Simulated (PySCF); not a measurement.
A small calculation by hand: chemical shift, span and skew from a shielding tensor

Se(NH2)(OSiH3) (H5NOSeSi), SMILES O([SiH3])[Se]N. Atoms are numbered in the order given.

```xyz
9

Se    -0.7263     0.0345     0.6479
N     -0.8303     1.7844     0.2357
H     -0.2459     2.4070     0.7904
H     -0.8134     2.0179    -0.7549
O      1.0056    -0.4441     0.1914
Si     1.3612    -0.8356    -1.4008
H      0.6308    -2.0570    -1.8496
H      2.8293    -1.0707    -1.4665
H      1.0017     0.2905    -2.3181
```

Coordinates come from a B3LYP-D3(BJ)/def2-SVP optimisation. This is a generated structure with no PubChem entry under its InChIKey; it may be hypothetical. Other conformers were not sampled.

GIAO shieldings from PBE/pcSseg-1 in PySCF, non-relativistic, no solvent. The symmetric part of the tensor of Se1 has the principal values -1132.0, 246.1, 845.2 ppm. The same nucleus in Me2Se has σ = 1634.8 ppm at this level (PySCF, at its B3LYP-D3(BJ)/def2-TZVP geometry).

### Question
Work out the isotropic shielding, the ⁷⁷Se shift against Me2Se, the span and the skew.

### Answer

σ(iso) = (σ11 + σ22 + σ33)/3 = -13.6 ppm. δ = σ(ref) − σ(iso) = 1634.8 − (-13.6) = 1648.4 ppm.
Span Ω = σ33 − σ11 = 1977.2 ppm. Skew κ = 3(σ(iso) − σ22)/Ω = -0.39. Tumbling in solution averages the tensor to δ; in a static solid the shielding alone would spread this spin-1/2 line over Ω.
